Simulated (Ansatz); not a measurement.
C3H5AlS (`CSC#[C][AlH2]`): the same geometry under several functionals.

```yaml
crystal:
  periodic: [false, false, false]
  atoms:
    - {symbol: C, position_ang: [-1.802884, -1.646330, -0.018682]}
    - {symbol: S, position_ang: [-0.183716, -1.849530, -0.797995]}
    - {symbol: C, position_ang: [0.544627, -0.404916, -0.415960]}
    - {symbol: C, position_ang: [1.126359, 0.640945, -0.162451]}
    - {symbol: Al, position_ang: [2.018793, 2.260218, 0.232765]}
    - {symbol: H, position_ang: [-2.327084, -0.796712, -0.452531]}
    - {symbol: H, position_ang: [-1.691508, -1.519833, 1.056710]}
    - {symbol: H, position_ang: [-2.354265, -2.564054, -0.226210]}
    - {symbol: H, position_ang: [1.256188, 3.359630, 1.076644]}
    - {symbol: H, position_ang: [3.496489, 2.469382, -0.289291]}
basis:
  gaussian: {orbitals: def2-TZVPP}
hamiltonian: {xc: {name: B2PLYP}}
```

```sh
$ ansatz run in.yaml --threads 4 --pin off --events-out ev --progress --plain --max-ram 10444MiB
```

It prints (some lines left out):

```
Functional definition: B2PLYP
1454 factors; integrals over basis functions are off by at most 1.2e-3 eV
mean field evaluation 1: about -20602.3843 eV, gradient 5.1e1 eV
mean field evaluation 2: about -20602.5850 eV, gradient 5.0e1 eV
mean field evaluation 4: about -20608.5138 eV, gradient 8.0e0 eV
mean field evaluation 8: about -20608.6877 eV, gradient 1.2e0 eV
mean field evaluation 16: about -20608.6909 eV, gradient 5.8e-4 eV
mean field -20608.69089824 eV, -757.3554214380 hartree, gradient 9.7e-6 eV, S^2 0.000000; 0 other end points of the search recorded, 0 dependent functions left out
13 core orbitals not correlated: weight in the atoms' cores, before any rotation towards them, 1.000 or more for the frozen orbitals, at most 0.000 for the correlated occupied ones
reference -20608.69109995 eV, -757.3554288505 hartree; 13, 13 occupied and 221, 221 virtual orbitals, 1454 factors
second order -24.45745830 eV of doubles, -0.00000000 eV of singles
Total energy: -20615.29461369 eV, -757.5981035046 hartree
```

Run time 4.8 s (4 threads of an Arm Neoverse V1 on a shared host); peak host memory 0.59 GiB.

With the line `hamiltonian: {xc: pbe0, dispersion: d4}` (abridged; 2.7 s):

```
Functional definition: PBE0
mean field evaluation 16: about -20613.7802 eV, gradient 6.8e-5 eV
mean field -20613.78021307 eV, -757.5424503083 hartree, gradient 6.8e-5 eV, S^2 0.000000
Total energy: -20613.96234907 eV, -757.5491436829 hartree
```

Changing it to `hamiltonian: {xc: {name: B3LYP}, dispersion: d4}` and forces (abridged; 4.2 s):

```
Functional definition: B3LYP
mean field evaluation 16: about -20626.0718 eV, gradient 5.3e-3 eV
mean field -20626.07175718 eV, -757.9941562227 hartree, gradient 2.2e-5 eV, S^2 0.000000
Total energy: -20626.41891072 eV, -758.0069138799 hartree
Atom 0 force    -0.297589     0.004750     0.127677 eV/Å
Atom 1 force     0.189357    -0.173890    -0.162891 eV/Å
Atom 2 force     0.113090     0.162159     0.029823 eV/Å
Atom 3 force     0.002216     0.007606     0.002596 eV/Å
Atom 4 force     0.035217     0.066003     0.016547 eV/Å
Atom 5 force     0.014442    -0.049289     0.040719 eV/Å
Atom 6 force    -0.027770    -0.001019    -0.059429 eV/Å
Atom 7 force     0.011308     0.057398     0.022950 eV/Å
Atom 8 force     0.052960    -0.065747    -0.053414 eV/Å
Atom 9 force    -0.093231    -0.007971     0.035422 eV/Å
Dipole moment:    -0.419788    -0.183804     0.089231 e Å
```

B3LYP takes the VWN-RPA correlation (the form of Gaussian; ORCA's B3LYP/G).
